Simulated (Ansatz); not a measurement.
Worked example: C2H7BrSi + C2H5Mg → C2H7Si + C2H5BrMg

Species: C2H7BrSi `CC[SiH2]Br`, singlet; C2H5Mg `C[CH2][Mg]`, doublet; C2H7Si `CC[SiH2]`, doublet; C2H5BrMg `C[CH2][Mg][Br]`, singlet. A radical takes Br: the energy is the difference in strength between the Si–Br bond broken and the Mg–Br bond made.

Shapes, held fixed at every level: PBE0-D4/def2-TZVP. Flexible molecules stand in one conformer, not always the lowest. Programs: Ansatz 0.2.0. The zero-point and thermal change to 298 K, harmonic and unscaled (PBE0-D4/def2-TZVP), is -2.2 kJ/mol.

At r2SCAN0-D4/def2-TZVPP; 1 Eh = 2625.50 kJ/mol:

| species | energy (Eh) |
| --- | --- |
| C2H7BrSi | -2944.067016 |
| C2H5Mg | -279.192977 |
| C2H7Si | -369.817503 |
| C2H5BrMg | -2853.449128 |

Task: Work out ΔH(298 K) of the reaction at this level.

Result: 
1. Products less reactants: (-369.817503) + (-2853.449128) − [(-2944.067016) + (-279.192977)] = -0.006638 Eh = -17.4 kJ/mol.
2. With the thermal change: -17.4 + (-2.2) = -19.6 kJ/mol.

Other levels give -36.7 (HF/def2-SVP) to +2.6 kJ/mol (SPW92/def2-TZVPP). No measured value is set beside it here. Open shells run unrestricted. Relativity is left out for Br. Outer-core shells of Br, Mg are correlated in most correlated rows, in sets that cover them unevenly.
